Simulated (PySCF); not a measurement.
Al(H)(Me)2(HOMe), C3H11AlO, singlet at its GFN2-xTB optimised geometry (Å):

```
16

Al    -0.1770    -0.5648     0.0000
H     -0.8750    -1.8351    -0.6396
C     -1.2481     1.1306     0.0000
H     -1.2473     1.6944     0.9410
H     -2.3028     0.9373    -0.2310
H     -0.9044     1.8351    -0.7645
C      1.8286    -0.5648     0.0000
H      2.3028    -0.2318     0.9315
H      2.2413     0.0774    -0.7848
H      2.2302    -1.5662    -0.1979
C     -0.4313    -1.0225     3.0888
O     -0.6013    -1.3388     1.7200
H     -1.3958    -0.9416     3.5946
H      0.0727    -0.0602     3.1221
H      0.1873    -1.7701     3.5897
H     -1.0457    -2.1821     1.5835
```

Method: PBE0/def2-TZVP in PySCF. Cells within 0.4 Å of a nucleus heavier than hydrogen are left out (blank, or x).

Map of the HOMO−1 amplitude (bohr^(-3/2)) on the plane z = 0.0 Å; orbital energy -7.12 eV, overall sign arbitrary:

```
|5555555555555555555555555555555|
|5555555555555555555555555555555|
|5555555555555555555555555555555|
|5555555555555555555555555555555|
|5555555555555555555555555555555|
|5555555555555555555555555555555|
|5555555555565555555555555555555|
|5555555556666555555555555555555|
|5555555566776655555555555555555|
|5555555567887555445555555555555|
|55555555679x6544444455555555555|
|5555555556xxx333444445555555555|
|5555555544xx0123344445555555555|
|5555555443100122333445555555555|
|5555555443211122233345666655555|
|5555555444332233322235776655555|
|55555555544444xx42111xx87665555|
|55555555555554xx4210xxx87655555|
|55555555566776xx43210x676655555|
|5555555566788876543223556555555|
|5555555566799987654334455555555|
|5555555567899987654444455555555|
|5555555566789987655544455555555|
|5555555566778776655555555555555|
|5555555556667766555555555555555|
|5555555555666665555555555555555|
|5555555555555555555555555555555|
|5555555555555555555555555555555|
|5555555555555555555555555555555|
|5555555555555555555555555555555|
|5555555555555555555555555555555|
```
Scale: ten equal steps from -0.146 (start of '0') to 0.136 (end of '9'), in the order '0123456789'; x runs from -4.50 to 4.50, y from -4.50 (bottom) to 4.50 (top).
